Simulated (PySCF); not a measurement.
`C[SiH2]C[Si@H]([SiH3])[GeH2][Cl]`. Method used: PySCF 2.14.0, PBE0-D3(BJ)/def2-SVP geometry optimisation, gas phase.

```
atom  x, y, z in Å
C1    -2.8860   -0.0457    0.8741
Si2   -1.9336   -0.9684   -0.4537
C3    -0.5824    0.1115   -1.2044
Si4    0.7275    0.6380    0.0506
Si5    2.5824    1.6781   -0.9375
Ge6    1.5591   -1.2830    1.2007
Cl7    3.5583   -0.6779    1.8458
H8    -2.2203    0.2599    1.6961
H9    -3.3556    0.8609    0.4616
H10   -3.6804   -0.6791    1.2973
H11   -2.8627   -1.4597   -1.5196
H12   -1.2671   -2.1693    0.1555
H13   -1.0275    1.0120   -1.6617
H14   -0.0855   -0.4498   -2.0143
H15    0.1270    1.5476    1.0787
H16    3.3677    0.6666   -1.7091
H17    2.1039    2.7290   -1.8916
H18    3.4540    2.3169    0.0911
H19    1.7640   -2.5084    0.2903
H20    0.8106   -1.7060    2.4776
```

(1) What is the repulsion energy of the bare nuclei, Σ ZA·ZB/RAB?

(2) Which two atoms are farthest apart?

(3) Work out the bond lengths C1–H9, Si2–C3, Si4–Si5, Si4–Ge6 in Å.

(4) How far are the heavy atoms from their best plane (unweighted least squares)?

(5) What are the angles Si2–C1–H10, C1–Si2–H11, C3–Si2–H12, Si2–C3–H13, Si4–C3–H13, Ge6–Si4–H15, H16–Si5–H18?

(6) Where is the centre of mass (commonest isotopes), and what is the radius of gyration?

(7) How far apart are these pairs, which share no bond: C1···Ge6, C3···H12, Si4···H19, Ge6···H15, Cl7···H17, H9···H18, H13···H14?

(8) Give the dihedral angles C3–Si4–Ge6–H19, H10–C1–Si2–H11, Si5–Si4–Ge6–H19, H14–C3–Si4–Ge6, Si5–Si4–Ge6–H20.

(9) Write the matrix of distances between heavy atoms (Å, lower triangle).

Results:

(1) 949.59 Eh over 190 pairs, with full nuclear charges and distances in bohr; the largest single term is 131.68 Eh (Ge6 with Cl7).

(2) H10···H18, 7.83 Å; the next longest distance is 7.78 Å.

(3) For C1–H9 the difference vector is (-0.4696, 0.9066, -0.4125) Å, of length 1.1012 Å. C1–H9 1.101; Si2–C3 1.886; Si4–Si5 2.345; Si4–Ge6 2.388 Å.

(4) 0.567 Å rms; C1 0.98, Si2 0.72, C3 0.61, Si4 0.39, Si5 0.24, Ge6 0.42, Cl7 0.14 Å (magnitudes).

(5) From the scalar product of the two bond vectors; for Si2–C1–H10 it is -0.7339 Å² over 1.8766 × 1.1006 Å², cos θ = -0.3554. Si2–C1–H10 110.8°; C1–Si2–H11 110.5°; C3–Si2–H12 107.5°; Si2–C3–H13 110.1°; Si4–C3–H13 109.1°; Ge6–Si4–H15 107.3°; H16–Si5–H18 109.8°.

(6) Mass 229.923 u; centre at (1.016, -0.346, 0.481) Å; Rg = √(Σ m r²/M) = 2.456 Å. As Ia + Ib + Ic = 2 Σ m r², the three principal moments sum to 2772.8 u·Å².

(7) C1···Ge6 4.626 Å (4 bonds apart); C3···H12 2.742 Å (2 bonds apart); Si4···H19 3.321 Å (2 bonds apart); Ge6···H15 3.175 Å (2 bonds apart); Cl7···H17 5.262 Å (4 bonds apart); H9···H18 6.973 Å (6 bonds apart); H13···H14 1.774 Å (2 bonds apart).

(8) C3–Si4–Ge6–H19 40° (synclinal); H10–C1–Si2–H11 56° (synclinal); Si5–Si4–Ge6–H19 -82° (synclinal); H14–C3–Si4–Ge6 -69° (synclinal); Si5–Si4–Ge6–H20 148° (anticlinal). Dihedral signs follow IUPAC: positive where, seen along the central bond, the front bond turns clockwise onto the rear one.

(9) 
```
C1    0.000
Si2   1.877  0.000
C3    3.107  1.886  0.000
Si4   3.769  3.149  1.889  0.000
Si5   6.013  5.257  3.541  2.345  0.000
Ge6   4.626  3.877  3.509  2.388  3.793  0.000
Cl7   6.548  5.961  5.203  3.601  3.775  2.186  0.000
```

No PBE0-D3(BJ)/def2-SVP frequencies stand behind this structure, so it isn't proved a minimum. The numbers are those of one conformer.

The run took about 7 min of CPU time (one thread, shared machine). This is the geometry optimisation.
